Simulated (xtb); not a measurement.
Input file for xtb: GFN-FF on BH2IO2 (SMILES OB(O)I), a point of a torsion scan.

```
$ xtb mol.xyz --gfnff --sp --chrg 0 --uhf 0
6

O      0.14350095     1.34005545    -0.14237060
B      0.05490209     0.01388428    -0.09014828
O     -1.11757433    -0.60431920    -0.01807516
I      1.86975584    -1.15879359    -0.27953026
H      0.27441230     1.95785596     0.56529284
H     -1.18570168    -1.55506774    -0.10540532
```

The log:

```
[...]
           -------------------------------------------------
          |                Calculation Setup                |
           -------------------------------------------------



          ==================== Thresholds ====================
          CN  :   150.00000
          rep :   500.00000
          disp:  2500.00000
          HB1 :   250.00000
          HB2 :   450.00000

          Pauling EN used:
          Z : 1  EN :  2.20
          Z : 5  EN :  2.04
          Z : 8  EN :  3.44
          Z :53  EN :  2.66
          electric field strengths (au): 0.000

           -------------------------------------------------
          |           Force Field Initialization            |
           -------------------------------------------------

          distances ...
          ----------------------------------------
          generating topology and atomic info file ...
          pair mat ...
          computing topology distances matrix with Floyd-Warshall algo ...
          making topology EEQ charges ...
          #fragments for EEQ constrain: 1
          ----------------------------------------
          generating topology and atomic info file ...
          pair mat ...
          computing topology distances matrix with Floyd-Warshall algo ...
          making topology EEQ charges ...
          #fragments for EEQ constrain: 1
          rings ...
          # BATM   10
          # H in HB   2
          doing iterative Hueckel for 1 subsystem(s) ...

  atom   neighbors  erfCN metchar sp-hybrid imet pi  qest     coordinates
    1  O       2    1.95   0.00         3    0    1  -0.426    0.271177    2.532338   -0.269041
    2  B       3    2.78   0.01         2    0    1   0.275    0.103750    0.026237   -0.170356
    3  O       2    1.95   0.00         3    0    1  -0.426   -2.111909   -1.141998   -0.034157
    4  I       1    1.04   0.00         0    0    0   0.056    3.533326   -2.189803   -0.528236
    5  H       1    0.98   0.00         0    0    0   0.260    0.518564    3.699812    1.068249
    6  H       1    0.97   0.00         0    0    0   0.260   -2.240651   -2.938652   -0.199187

          #atoms :   6
          #bonds :   5
          #angl  :   5
          #tors  :   5
          #nmol  :   1
          #optfrag :   1
           -------------------------------------------------
          |                   G F N - F F                   |
          |          A general generic force-field          |
          |                  Version 1.0.3                  |
           -------------------------------------------------
          Number of HB bonds (bound hydrogen)     12
          Number of HB bonds (unbound hydrogen)   24
          Number of XB bonds                      0

 E+G (total)                   0 d,  0 h,  0 min,  0.000 sec
 distance/D3 list               ...        0 min,  0.000 sec (  0.695%)
 non bonded repulsion           ...        0 min,  0.000 sec ( 14.667%)
 dCN                            ...        0 min,  0.000 sec (  3.903%)
 EEQ energy and q               ...        0 min,  0.000 sec ( 13.302%)
 D3                             ...        0 min,  0.000 sec ( 10.925%)
 EEQ gradient                   ...        0 min,  0.000 sec (  2.323%)
 bonds                          ...        0 min,  0.000 sec (  7.254%)
 bend and torsion               ...        0 min,  0.000 sec ( 10.852%)
 bonded ATM                     ...        0 min,  0.000 sec (  3.454%)
 HB/XB (incl list setup)        ...        0 min,  0.000 sec ( 27.923%)

         :::::::::::::::::::::::::::::::::::::::::::::::::::::
         ::                     SUMMARY                     ::
Note: The following floating-point exceptions are signalling: IEEE_UNDERFLOW_FLAG IEEE_DENORMAL
normal termination of xtb
         :::::::::::::::::::::::::::::::::::::::::::::::::::::
         :: total energy              -0.617408241819 Eh    ::
         :: gradient norm              0.069891641390 Eh/a0 ::
         ::.................................................::
         :: bond energy               -0.564820248650 Eh    ::
         :: angle energy               0.005687916132 Eh    ::
         :: torsion energy             0.008282562567 Eh    ::
         :: repulsion energy           0.059419547647 Eh    ::
         :: electrostat energy        -0.123930367042 Eh    ::
         :: dispersion energy         -0.002073911428 Eh    ::
         :: HB energy                 -0.000000045680 Eh    ::
         :: XB energy                  0.000000000000 Eh    ::
         :: bonded atm energy          0.000026304636 Eh    ::
         :: external energy            0.000000000000 Eh    ::
         :: add. restraining           0.000000000000 Eh    ::
         :: total charge              -0.000000000000 e     ::
         :::::::::::::::::::::::::::::::::::::::::::::::::::::

           -------------------------------------------------
          |                Property Printout                |
           -------------------------------------------------

molecular dipole:
                 x           y           z       tot (Debye)
 q only:        0.422      -0.388       0.379       1.747

           -------------------------------------------------
          | TOTAL ENERGY               -0.617408241819 Eh   |
          | GRADIENT NORM               0.069891641390 Eh/α |
           -------------------------------------------------
########################################################################
[WARNING] Runtime exception occurred
-1- gfnff_setup: Could not read topology file.
########################################################################

------------------------------------------------------------------------
------------------------------------------------------------------------
 total:
 SCF:
```

The run finished.

Cost: about 0.020 core-seconds (a rough figure).
